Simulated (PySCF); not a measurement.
Partial charges of `c1snnc1C1CC1`

C₅H₆N₂S.
Cartesian coordinates in Å at the GFN2-xTB level; atoms count from 1:
```
atom  x, y, z in Å
C1     1.9825    0.7475   -0.3591
S2     3.3220   -0.2043    0.0960
N3     2.3185   -1.4019    0.6576
N4     1.1026   -1.1336    0.5252
C5     0.8306    0.0620   -0.0403
C6    -0.5486    0.5089   -0.2527
C7    -1.5948    0.1327    0.7652
C8    -1.6042   -0.5173   -0.5756
H9     2.0938    1.7099   -0.8117
H10   -0.6254    1.4802   -0.7251
H11   -1.2679   -0.4580    1.6066
H12   -2.3551    0.8621    0.9985
H13   -2.3704   -0.2431   -1.2846
H14   -1.2842   -1.5455   -0.6372
```

Density: PBE0/pcSseg-1 (PySCF); schemes: Mulliken, IAO, Hirshfeld and ESP-fitted. The structure is a single GFN2-xTB conformer in the gas phase; no vibrational or solvent corrections.

Q: Atoms with like bonding are taken together and averaged. At which atom do the 4 schemes differ most?

A: At C5: from +0.032 (Hirshfeld) to +0.710 e (ESP-fitted), 0.678 e apart.

Q: For which atoms does the sign change between the 4 schemes (beyond +0.03 e in one, beyond −0.03 e in another)?

A: For none.

Q: What partial charge does each atom carry?

A: In e; atoms taken as equivalent share a row and are averaged (×n: the atom named and its like, n in all):

| atom | environment | Mulliken | IAO | Hirshfeld | ESP-fitted |
| --- | --- | --- | --- | --- | --- |
| C1 | aromatic CH next to a ring sulfur | -0.346 | -0.360 | -0.091 | -0.520 |
| S2 | ring sulfur | +0.415 | +0.475 | +0.169 | +0.254 |
| N3 | pyridine-type nitrogen | -0.265 | -0.296 | -0.124 | -0.279 |
| N4 | pyridine-type nitrogen | -0.252 | -0.148 | -0.085 | -0.180 |
| C5 | substituted aromatic carbon | +0.256 | +0.074 | +0.032 | +0.710 |
| C6 | benzylic-type carbon | -0.261 | -0.149 | -0.044 | -0.545 |
| C7/C8 | three-membered-ring carbon | -0.169 | -0.283 | -0.084 | -0.243 |
| H9 | aromatic hydrogen | +0.124 | +0.185 | +0.062 | +0.236 |
| H10 | methine hydrogen | +0.104 | +0.153 | +0.052 | +0.232 |
| H11/H14 | methylene hydrogen | +0.148 | +0.163 | +0.047 | +0.119 |
| H12/H13 | methylene hydrogen | +0.133 | +0.152 | +0.051 | +0.170 |

Mean size of the charges over all atoms: ESP-fitted 0.287 e, IAO 0.217 e, Mulliken 0.209 e, Hirshfeld 0.073 e. Each set sums to the total charge, 0, to within 0.001 e. The Hirshfeld scheme divides the density at each point in proportion to the densities of the neutral, spherically averaged free atoms. The ESP scheme is a least-squares fit of atom-centred charges to the potential on four shells outside the van der Waals surface, with the total charge fixed.

Q: How closely do the schemes follow one another over all atoms?

A: Correlation coefficient and root-mean-square difference: IAO with Hirshfeld 0.98, 0.161 e; Mulliken with Hirshfeld 0.95, 0.152 e; Mulliken with IAO 0.94, 0.082 e; Mulliken with ESP-fitted 0.89, 0.167 e; IAO with ESP-fitted 0.76, 0.216 e; Hirshfeld with ESP-fitted 0.74, 0.279 e.

Q: How many electrons does the Hirshfeld scheme count on S2?

A: Z − q = 16 − (+0.169) = 15.831.

The run behind these numbers computed NMR shieldings as well. Hardware: an Intel Xeon 6975P-C with one thread, on a shared host. Cost: 20 s wall (grids of density and orbitals included), 0.77 GiB resident at most.
